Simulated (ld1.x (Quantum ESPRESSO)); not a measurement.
What the settings do to the ultrasoft potential of Pt (Z = 78)

Base potential:

ld1.x (Quantum ESPRESSO) 7.5 input, shortened:

```
&input
   title='Pt', zed=78., rel=2, dft='PBE', iswitch=3,
   config='[Xe] 4f14 5d10 6s0 6p0', rel_dist='average'
 /
 &inputp
   pseudotype=3, tm=.true., lloc=-1, rcloc=0.80,
   nlcc=.true., rcore=0.50,
   which_augfun='PSQ', rmatch_augfun_nc=.true.
 /
8
5S  1  0   2.00   0.00  1.25  1.45  0.0
6S  2  0   0.00   0.00  1.25  1.45  0.0
5P  2  1   6.00   0.00  1.45  1.65  0.0
6P  3  1   0.00   0.00  1.45  1.65  0.0
5D  3  2  10.00   0.00  1.20  1.55  0.0
5D  3  2   0.00   3.75  1.20  1.55  0.0
4F  4  3  14.00   0.00  0.60  0.75  0.0
4F  4  3   0.00  -2.05  0.60  0.75  0.0
 &test
   configts(1)='4f14 5s2 5p6 5d10 6s0 6p0'
 /
```

Open shells are filled in proportion to 2j + 1 (rel_dist='average').

All-electron outer shells of the reference configuration (PBE, scalar-relativistic, ld1.x):

```json
{"shell": "4p", "level (eV)": "-517.45", "outermost node (bohr)": "0.22", "outermost maximum (bohr)": "0.41"}
{"shell": "4d", "level (eV)": "-304.35", "outermost node (bohr)": "0.20", "outermost maximum (bohr)": "0.42"}
{"shell": "5s", "level (eV)": "-99.40", "outermost node (bohr)": "0.49", "outermost maximum (bohr)": "0.87"}
{"shell": "4f", "level (eV)": "-67.59", "outermost node (bohr)": "–", "outermost maximum (bohr)": "0.38"}
{"shell": "5p", "level (eV)": "-53.73", "outermost node (bohr)": "0.53", "outermost maximum (bohr)": "0.98"}
{"shell": "6s", "level (eV)": "-4.89", "outermost node (bohr)": "1.15", "outermost maximum (bohr)": "2.44"}
{"shell": "5d", "level (eV)": "-4.46", "outermost node (bohr)": "0.57", "outermost maximum (bohr)": "1.28"}
{"shell": "6p", "level (eV)": "-0.56", "outermost node (bohr)": "1.37", "outermost maximum (bohr)": "4.03"}
```

Cutoffs, loose and tight: the cutoffs (Ry, on a coarse ladder) from which the occupation-weighted sum of valence levels, in a spherical-Bessel basis at the reference potential, stays within 10 and 1 mRy of its value at 400 Ry. They do not see the model core or the augmentation charge, which bear on the density cutoff. Test errors are all-electron minus pseudo excitation energies from the reference, over the configurations 4f14 5s2 5p6 5d9 6s1 6p0; 4f14 5s2 5p6 5d9 6s0 6p0; 4f14 5s2 5p6 5d8 6s0 6p0; 4f14 5s2 5p6 5d8 6s1 6p0; 4f13 5s2 5p6 5d10 6s0 6p0; 4f14 5s2 5p6 5d9 6s0 6p1; 4f14 5s2 5p6 5d8 6s2 6p0. A dash means not determined; rows that change the core or the reference have their own tests. The largest error is taken over the tests solved by every variant that gives reliable tests at all: 4f14 5s2 5p6 5d8 6s0 6p0; 4f14 5s2 5p6 5d8 6s1 6p0; 4f14 5s2 5p6 5d9 6s0 6p0; 4f14 5s2 5p6 5d9 6s1 6p0.

A true bound ghost makes a file unfit for plane-wave use even where its test errors are small: the radial tests pick states by their node count and pass the ghost by.

Cutoffs are not given where the Bessel-basis levels miss the radial ones by over 6 mRy, ghosts where they miss by over 20 mRy; a channel whose overlap is not positive is not tested.

A file whose overlap is not positive is unfit for use, and its test errors describe a broken file.

```csv
change,outcome,bound ghosts,largest test error (meV)
base,"generated, overlap not positive",not determined (overlap not positive),-9.4
"all radii but the core radius scaled by about 0.74 (s 1.08, p 1.22, d 1.14, f 0.56 bohr, rcut 0.92/1.08/0.88/0.44); local potential all-electron potential smoothed inside 0.60 bohr (lloc = -1)",failed: compute_chi: chi too large beyond r_c,–,–
"all radii but the core radius scaled by about 1.15 (s 1.68, p 1.90, d 1.78, f 0.86 bohr, rcut 1.44/1.68/1.38/0.70); local potential all-electron potential smoothed inside 0.92 bohr (lloc = -1)",failed: find_q: problem finding q,–,–
"all radii but the core radius scaled by about 1.26 (s 1.82, p 2.08, d 1.96, f 0.94 bohr, rcut 1.58/1.82/1.52/0.76); local potential all-electron potential smoothed inside 1.00 bohr (lloc = -1)","generated, overlap not positive",not determined (overlap not positive),test run stopped at test 1 of 7 (negative rho)
"all radii but the core radius scaled by about 1.39 (s 2.02, p 2.30, d 2.16, f 1.04 bohr, rcut 1.74/2.02/1.68/0.84); local potential all-electron potential smoothed inside 1.12 bohr (lloc = -1)","generated, overlap not positive",not determined (overlap not positive),"test run stopped at test 3 of 7 (negative rho), 2 before it not solved"
```

**Question.** What comes out with this change to the base: all radii but the core radius scaled by about 1.09 (s 1.58, p 1.80, d 1.70, f 0.82 bohr, rcut 1.36/1.58/1.32/0.66); local potential all-electron potential smoothed inside 0.88 bohr (lloc = -1)?

**Answer.** outcome: generated, overlap not positive; bound ghosts: s (p1/2, p3/2 not tested, overlap not positive); largest test error (meV): test run stopped at test 1 of 7 (negative rho). A file whose overlap is not positive is unfit for use, and its test errors describe a broken file.

**Question.** What comes out with this change to the base: all radii but the core radius scaled by about 0.86 (s 1.24, p 1.42, d 1.34, f 0.64 bohr, rcut 1.08/1.24/1.04/0.52); local potential all-electron potential smoothed inside 0.68 bohr (lloc = -1)?

**Answer.** outcome: failed: chargeps: negative rho. Cause: the spherical valence density built from the smooth waves and the augmentation charge turned negative at some radius.

Reading the sweep of the scale of all radii but the core radius (base = 1) (base included, trends over the rows without a ghost): Bound ghosts are found at 1.09. Every judged row has one, so this setting neither creates nor removes them. The generation fails at 0.74, 0.86, 1.15.
